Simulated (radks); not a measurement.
Isoelectronic series with 20 electrons, all held in the configuration [Ar] 3d2, which need not be the ground one along the series. All-electron calculation, Dirac Kohn-Sham, PBE, spin-unpolarised, spherical densities, point nucleus; open shells fill j = l - 1/2 first. Program: a radial shooting solver on a logarithmic mesh with Libxc functionals. Total energies (hartree) and orbital eigenvalues (hartree):

ion    E (hartree)      3d3/2      3p3/2
Zn10+  -1756.52625   -9.33856  -12.04548
Ga11+  -1893.58238  -10.94767  -13.82534
Ge12+  -2036.04798  -12.67131  -15.71904
As13+  -2183.94361  -14.50912  -17.72637
Se14+  -2337.29099  -16.46087  -19.84720
Br15+  -2496.11294  -18.52635  -22.08145
Kr16+  -2660.43338  -20.70546  -24.42908
Rb17+  -2830.27734  -22.99811  -26.89008
Sr18+  -3005.67097  -25.40425  -29.46448
Zr20+  -3373.21735  -30.55699  -34.95365
Nb21+  -3565.42804  -33.30364  -37.86858
Mo22+  -3763.30428  -36.16388  -40.89719
Tc23+  -3966.87799  -39.13778  -44.03959
